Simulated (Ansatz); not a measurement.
Job for Ansatz (a first-principles code): R-B3LYP-D3(BJ)/def2-TZVP on C4H6O (SMILES C=COC=C).

Ansatz 0.2 input:
```yaml
crystal:
  periodic: [false, false, false]
  atoms:
    - {symbol: C, position_ang: [2.33273912, 0.37432570, -0.13276980]}
    - {symbol: C, position_ang: [1.16634216, -0.23784002, -0.00727610]}
    - {symbol: O, position_ang: [-0.00487072, 0.38329391, -0.28949660]}
    - {symbol: C, position_ang: [-1.15906123, -0.30934504, -0.13065834]}
    - {symbol: C, position_ang: [-2.34075295, 0.22872620, -0.38592534]}
    - {symbol: H, position_ang: [2.39302492, 1.39443419, -0.46535745]}
    - {symbol: H, position_ang: [3.24812433, -0.13649601, 0.09533281]}
    - {symbol: H, position_ang: [1.08683530, -1.26912298, 0.32751098]}
    - {symbol: H, position_ang: [-1.05272999, -1.33301478, 0.21959636]}
    - {symbol: H, position_ang: [-3.24190637, -0.33763625, -0.25276439]}
    - {symbol: H, position_ang: [-2.42774457, 1.24267509, -0.73134750]}
basis:
  gaussian:
    orbitals: def2-TZVP
hamiltonian:
  xc: b3lyp
  dispersion: d3bj
relax: {f_tol: 0.003, max_steps: 120}
scf: {lower_state_search: off}
```

Program output:

```
WARN ansatz: RAYON_NUM_THREADS=2 ignored (pool sized by the plan → 2); use --threads N
Functional definition: B3LYP
these checks for a lower state are left out or cut short: stability, starts, cluster_reference, orbital_swaps, neighbouring_geometries, increment
integrals: 0.09 GiB planned
1135 factors; their error is unknown
mean field: 0.88 GiB planned
mean field evaluation 1: about -6283.8229 eV, gradient 6.7e1 eV
mean field evaluation 2: about -6280.8936 eV, gradient 7.2e1 eV
mean field evaluation 4: about -6293.8229 eV, gradient 6.4e0 eV
mean field evaluation 8: about -6293.9041 eV, gradient 5.4e-1 eV
mean field evaluation 16: about -6293.9045 eV, gradient 3.4e-4 eV
mean field -6293.90449001 eV, -231.2967238462 hartree, gradient 5.5e-6 eV, S^2 0.000000; 0 other end points of the search recorded, 0 dependent functions left out
the calculation of the forces begins
reference -6293.90476087 eV, -231.2967338001 hartree; 19, 19 occupied and 172, 172 virtual orbitals, 1135 factors
relax step   1: F+E_penalty+E_count = -6294.21759136 eV  Δ(F+E_penalty+E_count) = +0.000e0 eV  max|allowed force component| = 3.467e-1 eV/Å  Δτ_max = 0.0000 Å  (17 SCF iters, accepted)
these checks for a lower state are left out or cut short: stability, starts, cluster_reference, orbital_swaps, neighbouring_geometries, increment
integrals: 0.09 GiB planned
1135 factors; their error is unknown
mean field: 0.88 GiB planned
mean field -6293.91194945 eV, -231.2969979756 hartree, gradient 4.6e-6 eV, S^2 0.000000; 0 other end points of the search recorded, 0 dependent functions left out
the calculation of the forces begins
reference -6293.91222080 eV, -231.2970079475 hartree; 19, 19 occupied and 172, 172 virtual orbitals, 1135 factors
relax step   2: F+E_penalty+E_count = -6294.22458890 eV  Δ(F+E_penalty+E_count) = -6.998e-3 eV  max|allowed force component| = 1.953e-1 eV/Å  Δτ_max = 0.0088 Å  (21 SCF iters, accepted)
these checks for a lower state are left out or cut short: stability, starts, cluster_reference, orbital_swaps, neighbouring_geometries, increment
integrals: 0.09 GiB planned
1135 factors; their error is unknown
mean field: 0.88 GiB planned
mean field evaluation 32: about -6293.9141 eV, gradient 6.0e-3 eV
mean field -6293.91405099 eV, -231.2970752057 hartree, gradient 4.4e-6 eV, S^2 0.000000; 0 other end points of the search recorded, 0 dependent functions left out
the calculation of the forces begins
reference -6293.91432247 eV, -231.2970851823 hartree; 19, 19 occupied and 172, 172 virtual orbitals, 1135 factors
relax step   3: F+E_penalty+E_count = -6294.22648201 eV  Δ(F+E_penalty+E_count) = -1.893e-3 eV  max|allowed force component| = 2.423e-2 eV/Å  Δτ_max = 0.0088 Å  (21 SCF iters, accepted)
these checks for a lower state are left out or cut short: stability, starts, cluster_reference, orbital_swaps, neighbouring_geometries, increment
integrals: 0.09 GiB planned
1135 factors; their error is unknown
mean field: 0.88 GiB planned
mean field -6293.91404338 eV, -231.2970749260 hartree, gradient 4.4e-6 eV, S^2 0.000000; 0 other end points of the search recorded, 0 dependent functions left out
the calculation of the forces begins
reference -6293.91431478 eV, -231.2970848997 hartree; 19, 19 occupied and 172, 172 virtual orbitals, 1135 factors
relax step   4: F+E_penalty+E_count = -6294.22652652 eV  Δ(F+E_penalty+E_count) = -4.451e-5 eV  max|allowed force component| = 1.224e-2 eV/Å  Δτ_max = 0.0035 Å  (21 SCF iters, accepted)
these checks for a lower state are left out or cut short: stability, starts, cluster_reference, orbital_swaps, neighbouring_geometries, increment
integrals: 0.09 GiB planned
1135 factors; their error is unknown
mean field: 0.88 GiB planned
mean field -6293.91406188 eV, -231.2970756060 hartree, gradient 4.5e-6 eV, S^2 0.000000; 0 other end points of the search recorded, 0 dependent functions left out
the calculation of the forces begins
reference -6293.91433325 eV, -231.2970855785 hartree; 19, 19 occupied and 172, 172 virtual orbitals, 1135 factors
relax step   5: F+E_penalty+E_count = -6294.22652063 eV  Δ(F+E_penalty+E_count) = +5.890e-6 eV  max|allowed force component| = 2.387e-2 eV/Å  Δτ_max = 0.0043 Å  (21 SCF iters, rejected (line search))
these checks for a lower state are left out or cut short: stability, starts, cluster_reference, orbital_swaps, neighbouring_geometries, increment
integrals: 0.09 GiB planned
1135 factors; their error is unknown
mean field: 0.88 GiB planned
mean field -6293.91405702 eV, -231.2970754271 hartree, gradient 4.4e-6 eV, S^2 0.000000; 0 other end points of the search recorded, 0 dependent functions left out
the calculation of the forces begins
reference -6293.91432839 eV, -231.2970853998 hartree; 19, 19 occupied and 172, 172 virtual orbitals, 1135 factors
relax step   6: F+E_penalty+E_count = -6294.22655148 eV  Δ(F+E_penalty+E_count) = -2.496e-5 eV  max|allowed force component| = 1.229e-3 eV/Å  Δτ_max = 0.0015 Å  (21 SCF iters, accepted)
Total energy: -6294.22682285 eV, -231.3085693596 hartree
Atom 0 at     2.339784     0.376533    -0.133641 Å, force     0.001027    -0.001229    -0.000329 eV/Å
Atom 1 at     1.172721    -0.235932    -0.006294 Å, force    -0.000152     0.000949    -0.000899 eV/Å
Atom 2 at    -0.005074     0.390457    -0.290276 Å, force    -0.000027    -0.001126     0.000865 eV/Å
Atom 3 at    -1.165556    -0.308345    -0.131637 Å, force     0.000146     0.001193    -0.000174 eV/Å
Atom 4 at    -2.347764     0.230665    -0.387018 Å, force    -0.001071    -0.000892     0.000907 eV/Å
Atom 5 at     2.407418     1.401923    -0.468999 Å, force     0.000089    -0.000744     0.000440 eV/Å
Atom 6 at     3.248874    -0.155330     0.101091 Å, force     0.000308     0.001001     0.000114 eV/Å
Atom 7 at     1.077657    -1.264320     0.328097 Å, force     0.000805     0.000606     0.000227 eV/Å
Atom 8 at    -1.043625    -1.329250     0.216677 Å, force    -0.000812     0.000346    -0.000535 eV/Å
Atom 9 at    -3.242210    -0.356822    -0.248259 Å, force    -0.000275     0.000805    -0.000574 eV/Å
Atom 10 at    -2.442225     1.250423    -0.732898 Å, force    -0.000038    -0.000909    -0.000043 eV/Å
Dipole moment:     0.003272    -0.250002     0.083401 e Å
Checks for a lower state left out: stability, starts, cluster_reference, orbital_swaps, neighbouring_geometries, increment
```

The run converged.

Cost: around 30 core-seconds (rough).
